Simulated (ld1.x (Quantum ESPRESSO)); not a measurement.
Scattering properties, ultrasoft potential for Mn

| Quantity | Value |
| --- | --- |
| Element | manganese |
| Generator | ld1.x (Quantum ESPRESSO) 7.5 |
| Type | ultrasoft |
| Functional | BLYP |
| Relativity | fully relativistic |
| Frozen core | [Ne] |
| Valence charge | 15 |
| Reference configuration | 3s2 3p6 3d5 4s1 4p0 (charge +1) |
| Partial waves | 3s (bound): rcut 1.65, rcutus 1.80 bohr; 4s (bound): rcut 1.65, rcutus 1.80 bohr; 3p (bound): rcut 1.25, rcutus 1.45 bohr; 4p (bound, empty): rcut 1.25, rcutus 1.45 bohr; 3d (bound): rcut 0.85, rcutus 0.95 bohr; 3d channel at 0.45 Ry: rcut 0.85, rcutus 0.95 bohr |
| Local potential | all-electron potential smoothed inside 0.70 bohr (lloc = -1) |
| Core correction | none |
| Augmentation charge | PSQ, inside the norm-conserving radii |

Open shells are filled in proportion to 2j + 1 (rel_dist='average').

The phase is arctan(r·u′/u) with u = r·R(r), unwrapped; energies in Ry, scanned from -9 to 5 Ry. A pole is an energy at which the radial function vanishes at the test radius. The pseudo phase is shifted by a multiple of π to meet the all-electron one at the reference energy, and phase errors are pseudo minus all-electron; the curves can meet again beyond the range given. Levels narrower than the energy grid can be missing from the lists of poles.

Problem. For each channel, where are the poles, and over which energies does the pseudopotential scatter like the atom?

Solution.

```tsv
channel	radius (bohr)	reference energy (Ry)	poles, all-electron	poles, pseudo	unbroken range about the reference energy with phases within 0.05 rad	phase error 1 Ry above the reference energy (rad)
s	1.94	-0.88	-6.78	-6.77, -3.48, 2.43	-2.2 to -0.3	-0.175
p1/2	1.94	-0.54	-4.46	-4.46	below 1.2	-0.009
p3/2	1.94	-0.53	-4.36	-4.36	below 1.2	-0.007
d3/2	1.94	-1.10	-0.56	-0.56	the whole range	+0.000
d5/2	1.94	-1.09	-0.54	-0.54	the whole range	+0.000
```

The ghost test of this file was not conclusive. Its overlap operator is not positive definite in a basis up to 400 Ry (lowest eigenvalue s -0.29, p1/2 -0.64, p3/2 -0.60), so the file is unfit for use: the generalised eigenproblem breaks down once the basis is large enough, and its test numbers describe a broken file.

Phases in the d5/2 channel:

```tsv
E (Ry)	all-electron	pseudo
-9.00	1.394	1.394
-8.76	1.391	1.391
-8.52	1.388	1.388
-8.28	1.386	1.386
-8.04	1.383	1.383
-7.80	1.379	1.379
-7.56	1.376	1.376
-7.32	1.373	1.373
-7.08	1.369	1.369
-6.84	1.365	1.365
-6.60	1.361	1.361
-6.36	1.357	1.357
-6.12	1.352	1.352
-5.88	1.347	1.347
-5.64	1.341	1.341
-5.40	1.335	1.335
-5.16	1.329	1.329
-4.92	1.322	1.322
-4.68	1.314	1.314
-4.44	1.305	1.305
-4.20	1.295	1.295
-3.96	1.284	1.284
-3.72	1.272	1.272
-3.48	1.257	1.257
-3.24	1.239	1.239
-3.00	1.218	1.218
-2.76	1.191	1.191
-2.52	1.155	1.155
-2.28	1.106	1.106
-2.04	1.030	1.030
-1.80	0.898	0.897
-1.56	0.613	0.613
-1.32	-0.114	-0.115
-1.08	-0.998	-0.998
-0.84	-1.377	-1.377
-0.60	-1.543	-1.543
-0.36	-1.638	-1.638
-0.12	-1.703	-1.703
0.12	-1.753	-1.753
0.36	-1.797	-1.797
0.60	-1.839	-1.839
0.84	-1.881	-1.881
1.08	-1.925	-1.925
1.32	-1.976	-1.976
1.56	-2.035	-2.035
1.80	-2.107	-2.107
2.04	-2.198	-2.199
2.28	-2.319	-2.319
2.52	-2.483	-2.483
2.76	-2.706	-2.706
3.00	-2.995	-2.995
3.24	-3.322	-3.324
3.48	-3.630	-3.631
3.72	-3.874	-3.875
3.96	-4.055	-4.056
4.20	-4.186	-4.187
4.44	-4.284	-4.284
4.68	-4.358	-4.358
4.92	-4.416	-4.416
```
